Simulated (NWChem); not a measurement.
Program: NWChem. System: H6AlNO, charge 0, spin multiplicity 1, at a geometry optimised with PBE/def2-SVP. The structure started from a generated list of species. Level: G0W0@PBE/def2-TZVPP, RI basis def2-tzvpp-rifit.

Input file:

```
start mol
memory heap 200 mb stack 700 mb global 1700 mb
geometry units angstroms nocenter noautoz
  Al     0.209877    -0.725790     0.000000
  H      0.776726    -1.319039     1.392402
  H      0.776726    -1.319039    -1.392402
  O     -1.429028    -0.065604     0.000000
  H     -2.221495    -0.622792     0.000000
  N      0.920058     1.214871     0.000000
  H      0.023149     1.729489     0.000000
  H      1.454156     1.493690    -0.833755
  H      1.454156     1.493690     0.833755
  symmetry group Cs
end
basis spherical
  * library def2-tzvpp
end
basis "ri basis" bse spherical
  * library def2-tzvpp-rifit
end
dft
  xc xpbe96 cpbe96
  iterations 100
  direct
  tolerances tight
end
task dft energy
gw
  method cdgw
  states alpha occ 4 vir 2
end
task dft gw
```

Part of the output:

```
             Northwest Computational Chemistry Package (NWChem) 7.3.0
             --------------------------------------------------------

                                NWChem Input Module
                                -------------------

 Scaling coordinates for geometry "geometry" by  1.889725989
 (inverse scale =  0.529177249)

 Turning off AUTOSYM since
 SYMMETRY directive was detected!

                             Geometry "geometry" -> ""
                             -------------------------

 Output coordinates in angstroms (scale by  1.889725989 to convert to a.u.)

  No.       Tag          Charge          X              Y              Z
 ---- ---------------- ---------- -------------- -------------- --------------
    1 Al                  13.0000     0.20987700    -0.72579000     0.00000000
    2 H                    1.0000     0.77672600    -1.31903900     1.39240200
    3 H                    1.0000     0.77672600    -1.31903900    -1.39240200
    4 O                    8.0000    -1.42902800    -0.06560400     0.00000000
    5 H                    1.0000    -2.22149500    -0.62279200     0.00000000
    6 N                    7.0000     0.92005800     1.21487100     0.00000000
    7 H                    1.0000     0.02314900     1.72948900     0.00000000
    8 H                    1.0000     1.45415600     1.49369000    -0.83375500
    9 H                    1.0000     1.45415600     1.49369000     0.83375500

 Effective nuclear repulsion energy (a.u.)     113.6107009074

            Nuclear Dipole moment (a.u.)
            ----------------------------
        X                 Y               Z
 ---------------- ---------------- ----------------
     0.0000018897    -0.0000113384     0.0000000000

      Symmetry information
      --------------------

 Group name             Cs
 Group number              2
 Group order               2
 No. of unique centers     7

      Symmetry unique atoms

     1    2    4    5    6    7    8


 Summary of "ao basis" -> "" (spherical)
 ------------------------------------------------------------------------------
       Tag                 Description            Shells   Functions and Types
 ---------------- ------------------------------  ------  ---------------------
 *                         def2-tzvpp                 on all atoms

 new library libraries.bse/

 Summary of "ri basis" -> "" (spherical)
 ------------------------------------------------------------------------------
       Tag                 Description            Shells   Functions and Types
 ---------------- ------------------------------  ------  ---------------------
 *                      def2-tzvpp-rifit              on all atoms

  pbe96 is a nonlocal functional; adding pw91lda local functional.

                                 NWChem DFT Module
                                 -----------------

 Summary of "ao basis" -> "ao basis" (spherical)
 ------------------------------------------------------------------------------
       Tag                 Description            Shells   Functions and Types
 ---------------- ------------------------------  ------  ---------------------
 Al                        def2-tzvpp               14       42   5s5p3d1f
 H                         def2-tzvpp                6       14   3s2p1d
 O                         def2-tzvpp               11       31   5s3p2d1f
 N                         def2-tzvpp               11       31   5s3p2d1f

 Summary of "ao basis" -> "ao basis" (spherical)
 ------------------------------------------------------------------------------
       Tag                 Description            Shells   Functions and Types
 ---------------- ------------------------------  ------  ---------------------
 Al                        def2-tzvpp               14       42   5s5p3d1f
 H                         def2-tzvpp                6       14   3s2p1d
 O                         def2-tzvpp               11       31   5s3p2d1f
 N                         def2-tzvpp               11       31   5s3p2d1f

      Symmetry analysis of basis
      --------------------------

        a'        118
        a"         70

            General Information
            -------------------
          SCF calculation type: DFT
          Wavefunction type:  closed shell.
          No. of atoms     :     9
          No. of electrons :    34
           Alpha electrons :    17
            Beta electrons :    17
          Charge           :     0
          Spin multiplicity:     1
          Use of symmetry is: on ; symmetry adaption is: on
          Maximum number of iterations: 100
          This is a Direct SCF calculation.
          AO basis - number of functions:   188
                     number of shells:    72
          Convergence on energy requested:  1.00D-06
          Convergence on density requested:  1.00D-05
          Convergence on gradient requested:  5.00D-04

              XC Information
              --------------
          PerdewBurkeErnzerhof Exchange Functional  1.000
            Perdew 1991 LDA Correlation Functional  1.000 local
           PerdewBurkeErnz. Correlation Functional  1.000 non-local

             Grid Information
             ----------------
          Grid used for XC integration:  medium
          Radial quadrature: Mura-Knowles
          Angular quadrature: Lebedev.
          Tag              B.-S. Rad. Rad. Pts. Rad. Cut. Ang. Pts.
          ---              ---------- --------- --------- ---------
          Al                  1.25       88          10.0       590
          H                   0.35       45          12.0       434
[...]
      ------------------------------

 Total energy =    -374.863829
 1-e energy   =    -741.640049
 2-e energy   =     253.165519
 HOMO         =      -0.344527
 LUMO         =       0.026320

      Symmetry analysis of molecular orbitals - initial
      -------------------------------------------------

  Numbering of irreducible representations:

     1 a'          2 a"

  Orbital symmetries:

     1 a'          2 a'          3 a'          4 a'          5 a'
     6 a"          7 a'          8 a'          9 a'         10 a'
    11 a'         12 a"         13 a'         14 a'         15 a"
    16 a'         17 a"         18 a'         19 a'         20 a'
    21 a'         22 a"         23 a'         24 a"         25 a'
    26 a"         27 a'

   convergence    iter        energy       DeltaE   RMS-Dens  Diis-err    time
 ---------------- ----- ----------------- --------- --------- ---------  ------
 d= 0,ls=0.0,diis     1   -375.7671687413 -4.89D+02  1.06D-02  1.23D+00     2.7
 d= 0,ls=0.0,diis     2   -375.4123146531  3.55D-01  9.12D-03  4.41D+00     4.9
 d= 0,ls=0.0,diis     3   -375.8463649418 -4.34D-01  9.38D-04  1.80D-01     7.2
 d= 0,ls=0.0,diis     4   -375.8618705840 -1.55D-02  3.34D-04  9.00D-03     9.4
 d= 0,ls=0.0,diis     5   -375.8624997042 -6.29D-04  1.32D-04  3.14D-03    11.6
 d= 0,ls=0.0,diis     6   -375.8628156747 -3.16D-04  3.35D-05  1.55D-04    13.8
 d= 0,ls=0.0,diis     7   -375.8628311359 -1.55D-05  8.95D-06  5.99D-06    16.0
 d= 0,ls=0.0,diis     8   -375.8628317978 -6.62D-07  1.91D-06  2.89D-07    18.3

         Total DFT energy =     -375.862831797828
      One electron energy =     -745.531432573432
           Coulomb energy =      292.172868179059
    Exchange-Corr. energy =      -36.114968310847
 Nuclear repulsion energy =      113.610700907391

 Numeric. integr. density =       33.999985787485

     Total iterative time =     17.8s

                  Occupations of the irreducible representations
                  ----------------------------------------------

                     irrep           alpha         beta
                     --------     --------     --------
                     a'               13.0         13.0
                     a"                4.0          4.0

                       DFT Final Molecular Orbital Analysis
                       ------------------------------------

 Vector   15  Occ=2.000000D+00  E=-2.509636D-01  Symmetry=a"
              MO Center= -6.9D-01, -4.6D-01, -5.2D-15, r^2= 2.6D+00
   Bfn.  Coefficient  Atom+Function         Bfn.  Coefficient  Atom+Function
  ----- ------------  ---------------      ----- ------------  ---------------
    78      0.352373  4 O  pz                81      0.286646  4 O  pz
    84      0.221210  4 O  pz                17      0.201195  1 Al pz
    20      0.169182  1 Al pz                44      0.133770  2 H  s
    58     -0.133770  3 H  s                 43      0.074455  2 H  s
    57     -0.074455  3 H  s                  8     -0.067865  1 Al pz

 Vector   16  Occ=2.000000D+00  E=-2.453813D-01  Symmetry=a'
              MO Center= -5.3D-01, -4.3D-01, -3.1D-14, r^2= 3.1D+00
   Bfn.  Coefficient  Atom+Function         Bfn.  Coefficient  Atom+Function
  ----- ------------  ---------------      ----- ------------  ---------------
    77      0.320757  4 O  py                80      0.253656  4 O  py
    83      0.183733  4 O  py                76     -0.157366  4 O  px
    15      0.153110  1 Al px                79     -0.133067  4 O  px
   120     -0.132032  6 N  s                 44      0.126428  2 H  s
    58      0.126428  3 H  s                 45      0.110927  2 H  s

 Vector   17  Occ=2.000000D+00  E=-2.076365D-01  Symmetry=a"
              MO Center= -8.2D-03, -8.4D-01,  2.3D-14, r^2= 3.4D+00
   Bfn.  Coefficient  Atom+Function         Bfn.  Coefficient  Atom+Function
  ----- ------------  ---------------      ----- ------------  ---------------
    78      0.287086  4 O  pz                45     -0.239051  2 H  s
    59      0.239051  3 H  s                 81      0.231786  4 O  pz
    84      0.194377  4 O  pz                44     -0.192280  2 H  s
    58      0.192280  3 H  s                 17     -0.178775  1 Al pz
    43     -0.120170  2 H  s                 57      0.120170  3 H  s

 Vector   18  Occ=0.000000D+00  E=-3.075753D-02  Symmetry=a'
              MO Center=  1.2D+00,  1.2D+00, -6.1D-16, r^2= 5.3D+00
   Bfn.  Coefficient  Atom+Function         Bfn.  Coefficient  Atom+Function
  ----- ------------  ---------------      ----- ------------  ---------------
   120      1.861667  6 N  s                163     -0.832461  8 H  s
   177     -0.832461  9 H  s                149     -0.502062  7 H  s
    19     -0.380378  1 Al py               119      0.279571  6 N  s
   118      0.204334  6 N  s                 16     -0.198606  1 Al py
   162     -0.197924  8 H  s                176     -0.197924  9 H  s

 Vector   19  Occ=0.000000D+00  E=-7.020075D-04  Symmetry=a'
              MO Center= -6.6D-01, -1.0D+00,  5.6D-16, r^2= 5.6D+00
   Bfn.  Coefficient  Atom+Function         Bfn.  Coefficient  Atom+Function
  ----- ------------  ---------------      ----- ------------  ---------------
    18      0.820982  1 Al px                75      0.764521  4 O  s
   104     -0.410694  5 H  s                120      0.383722  6 N  s
    19      0.340659  1 Al py               149     -0.327409  7 H  s
   163     -0.299486  8 H  s                177     -0.299486  9 H  s
     5     -0.248616  1 Al s                128      0.229988  6 N  py

 Vector   20  Occ=0.000000D+00  E= 4.023095D-02  Symmetry=a"
              MO Center=  1.6D+00,  1.5D+00,  1.6D-13, r^2= 4.0D+00
   Bfn.  Coefficient  Atom+Function         Bfn.  Coefficient  Atom+Function
  ----- ------------  ---------------      ----- ------------  ---------------
   163      1.646897  8 H  s                177     -1.646897  9 H  s
   129      1.150534  6 N  pz               126      0.331440  6 N  pz
   162      0.330950  8 H  s                176     -0.330950  9 H  s
   123      0.265023  6 N  pz                20     -0.233920  1 Al pz
    45      0.100200  2 H  s                 59     -0.100200  3 H  s

 center of mass
 --------------
 x =  -0.06085372 y =  -0.06455190 z =   0.00000000

 moments of inertia (a.u.)
 ------------------
         184.246578240890         -59.707687104464           0.000000000000
         -59.707687104464         219.270237779687           0.000000000000
           0.000000000000           0.000000000000         365.598666108347

     Multipole analysis of the density
     ---------------------------------

     L   x y z        total         alpha         beta         nuclear
     -   - - -        -----         -----         ----         -------
     0   0 0 0      0.000000    -17.000000    -17.000000     34.000000

     1   1 0 0      0.449418      0.224708      0.224708      0.000002
     1   0 1 0      1.482031      0.741021      0.741021     -0.000011
     1   0 0 1     -0.000000     -0.000000     -0.000000      0.000000

     2   2 0 0    -17.649907    -68.116166    -68.116166    118.582425
     2   1 1 0      5.914494    -15.456292    -15.456292     36.827079
     2   1 0 1      0.000000      0.000000      0.000000      0.000000
     2   0 2 0    -17.534812    -59.717184    -59.717184    101.899556
     2   0 1 1     -0.000000     -0.000000     -0.000000      0.000000
     2   0 0 2    -22.982471    -20.897172    -20.897172     18.811872

 Task  times  cpu:       18.3s     wall:       18.3s

                                NWChem Input Module
                                -------------------

                                 NWChem GW Module
                                 ----------------

                             ***********************
                             ***        GW       ***
                             ***********************

 Summary of "ri basis" -> "ri basis" (spherical)
 ------------------------------------------------------------------------------
       Tag                 Description            Shells   Functions and Types
 ---------------- ------------------------------  ------  ---------------------
 Al                     def2-tzvpp-rifit            33      123   11s8p7d5f2g
 H                      def2-tzvpp-rifit            10       30   4s3p2d1f
 O                      def2-tzvpp-rifit            22       76   8s6p4d3f1g
 N                      def2-tzvpp-rifit            22       76   8s6p4d3f1g

                 Memory Information
                 ------------------
          Available GA per process is          1699.7 MBs
          Available stack per process is        700.0 MBs
          Available heap per process is           0.0 MBs

          Peak memory in Initialization
              Peak GA per process is                 14.4 MBs
              Peak stack per process is               0.4 MBs
              Peak heap per process is               14.8 MBs
              Memory not in MA per process            0.0 MBs

          Peak memory in CDGW Calculation
              Peak GA per process is                 17.7 MBs
              Peak stack per process is               3.2 MBs
              Peak heap per process is                3.7 MBs
              Memory not in MA per process            0.0 MBs

          Computing 2-center integrals
          Computing Inverse Cholesky factor
          Computing 3-center integrals
          Computing Vxc

          Computing Sigma_x
          Computing W(iw) on the imaginary grid
          Solving quasiparticle equations

                  Alpha Orbitals
          State     Energy (eV)     Error (eV)
          -----------------------------------
@GW        14        -11.270           0.005
@GW        15        -10.242           0.002
@GW        16        -10.024           0.003
@GW        17         -9.063           0.003
@GW        18          1.611           0.002
@GW        19          2.352           0.005

     GW Timing Statistics
   ------------------------
   Init.   :          0.1s
     ERIs  :          1.5s
     Distr.:          0.0s
     Vxc   :          0.3s
   Vmo     :          0.0s
   iW      :          2.4s
   I_n     :          0.0s
   R_n     :          0.2s
   GW total:          4.4s

 Task  times  cpu:        4.4s     wall:        4.4s

 Total times  cpu:       22.8s     wall:       22.8s
```
